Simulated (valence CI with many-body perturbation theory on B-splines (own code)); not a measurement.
Hg⁷⁵⁺: key properties

Calculated by relativistic CI+MBPT: three valence electrons over a frozen Dirac-Fock core [He], radial functions for each j: 11 s, 11 p, 10 d, 8 f, 5 g, 2 h, with the one-electron correlation potential Σ1 (screened to all orders), the two-electron term Σ2, the three-electron term Σ3, Breit, model QED; selected single and double excitations, second order for the rest, scaled by the run's own slope (own B-spline code, finite nucleus).

The last digits are not significant, and no measured levels were compared; by estimate large intervals hold to a few tenths of a per cent, small ones and those within an open d or f shell to about a per cent.

Levels are named by their leading jj configuration (3d3/2^4 stands for four electrons in 3d with j = 3/2), which in mixed levels can hold well under half, so a name can repeat and another be missing.

Rates and lifetimes use the calculated energies. Strong lines usually hold to 10 to 20 %, long lifetimes can be off by a factor of two.

**Question.** What is the ground level?

**Answer.** (2s^2 2p1/2) J=1/2, composition 100 % 2s²2p ²P°, g = 0.605.

**Question.** How well does LS coupling describe the low levels?

**Answer.** Among the lowest 20 levels the leading LS term, summed over configurations, holds 76 % on average. For single configurations the figures are 75 % in LS and 99 % in jj coupling. Terms mix most in the J = 1/2 level at 2514.8 × 10³ cm⁻¹, where the leading one holds 48 %.

**Question.** Among levels below 153080 × 10³ cm⁻¹, which E1 lines absorb most strongly from the ground level?

**Answer.** to (2s^2 3d3/2) J=3/2 at 0.09136 nm, f = 0.540; to (2s 2p1/2 2p3/2) J=3/2 at 0.5074 nm, f = 0.198; to (2s 2p1/2 3p1/2) J=3/2 at 0.09456 nm, f = 0.193.

**Question.** Name the longest-lived excited levels whose lifetime is computed, and their main decay.

**Answer.** (2s 2p1/2 2p3/2) J=5/2 at 19031 × 10³ cm⁻¹ lives 91.4 ps, mostly by E1 to (2s^2 2p3/2) J=3/2; (2s 2p1/2^2) J=1/2 at 2514.8 × 10³ cm⁻¹ lives 31.6 ps, mostly by E1 to (2s^2 2p1/2) J=1/2; (2s^2 2p3/2) J=3/2 at 16910 × 10³ cm⁻¹ lives 7.33 ps, mostly by E1 to (2s 2p1/2^2) J=1/2.

**Question.** What is the ionisation energy?

**Answer.** 22576 eV; NIST lists 22580 ± 100 eV (theoretical).

**Question.** Where does the other parity begin?

**Answer.** At (2s 2p1/2^2) J=1/2, 2514.8 × 10³ cm⁻¹.
